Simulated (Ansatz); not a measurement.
Consider the cleavage of the Si–Si bond: `CB[SiH]([SiH3])Cl` + `C[O][SnH]([OH])[Cl]` → `C[O][SnH]([Cl])[O][SiH3]` + `CB[SiH2]Cl`.

Gas-phase electronic energies from Ansatz, PBE0-D4/def2-TZVP geometries. CCSD(T)/CBS adds triple-zeta CCSD(T) − MP2 to the extrapolated MP2 energy (def2 sets, frozen cores). DFT in def2-TZVPP. B3LYP here is the variant with VWN-RPA as its local correlation; programs differ in this. Elements past krypton have def2 core potentials. For Sn outer-core shells are correlated without core-valence functions, which leaves a few kJ/mol of doubt a bond. One conformer a species, not always the lowest.

`CB[SiH]([SiH3])Cl`:

Cartesian coordinates in Å:
```
C -0.086 -0.220 2.327
B -0.811 -0.382 0.971
Si -0.507 0.814 -0.611
Si 0.726 -0.307 -2.263
Cl 0.563 2.523 -0.102
H -0.641 -0.609 3.184
H 0.797 -0.877 2.228
H 0.299 0.779 2.539
H -1.529 -1.328 0.784
H -1.793 1.269 -1.209
H -0.033 -1.494 -2.742
H 2.022 -0.767 -1.695
H 0.994 0.599 -3.411
```

`C[O][SnH]([OH])[Cl]`:

```xyz
10

C    -0.680    0.810    1.390
O    -0.645    0.630   -0.008
Sn    0.247   -0.886   -0.838
O     0.642   -0.290   -2.640
Cl    2.217   -1.184    0.359
H    -1.333    0.078    1.883
H     0.315    0.746    1.845
H    -1.082    1.807    1.587
H    -0.631   -2.330   -0.907
H     0.952    0.619   -2.670
```

`C[O][SnH]([Cl])[O][SiH3]`:

```xyz
13

C    -0.312    1.469    1.614
O    -1.419    0.632    1.346
Sn   -1.190   -1.017    0.355
Cl    0.451   -2.258    1.424
O    -0.441   -0.571   -1.376
Si    1.065   -0.431   -2.008
H     0.117    1.887    0.696
H    -0.668    2.296    2.233
H     0.479    0.945    2.163
H    -2.664   -1.818    0.195
H     1.674   -1.766   -2.246
H     0.950    0.293   -3.300
H     1.956    0.338   -1.095
```

`CB[SiH2]Cl`:

```xyz
10

C     1.059    0.225   -1.163
B    -0.102    0.681   -0.241
Si   -0.812   -0.538    1.197
Cl   -2.606    0.095    2.004
H     1.642   -0.636   -0.831
H     0.544   -0.083   -2.091
H     1.726    1.037   -1.464
H    -0.600    1.756   -0.416
H     0.174   -0.615    2.312
H    -1.024   -1.923    0.692
```

CCSD(T)/CBS gives -23.1 kcal/mol.

Another level gave -17.8 kcal/mol. Which?
A. B2PLYP/def2-TZVPP
B. HF/def2-TZVPP
C. B3LYP/def2-TZVPP
D. PBE0/def2-TZVPP

D. PBE0 -17.8, B2PLYP -23.4, HF/def2-TZVPP -29.9, B3LYP -22.0 kcal/mol.

Largest T1 diagnostic among the species: 0.013.

From PBE to PBE0 (25 % exact exchange), in def2-TZVPP and without D4, ΔE moves by −2.5 kcal/mol. In def2-TZVPP, CCSD(T) changes the Hartree–Fock value by +6.7 kcal/mol (the triples alone add +1.0 kcal/mol) and MP2 by +5.4 kcal/mol.
